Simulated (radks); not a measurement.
The numbers below are computed, except where a source is named.
Task: Ionisation of neutral gadolinium, [Xe] 4f7 5d1 6s2, to Gd+, [Xe] 4f7 5d1 6s1, under several functionals. Dirac Kohn-Sham, spin-unpolarised, spherical densities, point nucleus; open shells are shared between the two j in proportion to 2j + 1; a radial shooting solver on a logarithmic mesh with Libxc functionals. The NIST Atomic Spectra Database gives 6.150 eV (measured). Rank these functionals by the error of their Delta-SCF ionisation energy: exchange-only LDA; PBE; HCTH/407; PBEsol; AM05; exchange-only PBE.

Result: From best to worst: exchange-only PBE 6.049 eV (-0.101); exchange-only LDA 5.974 eV (-0.176); HCTH/407 6.601 eV (+0.451); AM05 6.606 eV (+0.456); PBE 6.646 eV (+0.496); PBEsol 6.675 eV (+0.525). Spin polarisation and multiplet splitting are left out, so open shells lie too high by an amount that depends on their filling. Sharing an open shell by 2j + 1 raises it above the true ground level by a part of the spin-orbit splitting, which enters the differences from NIST.

Beside tabulated values, note that spin-unpolarised runs miss the spin-polarisation part of the exchange energy of open shells.
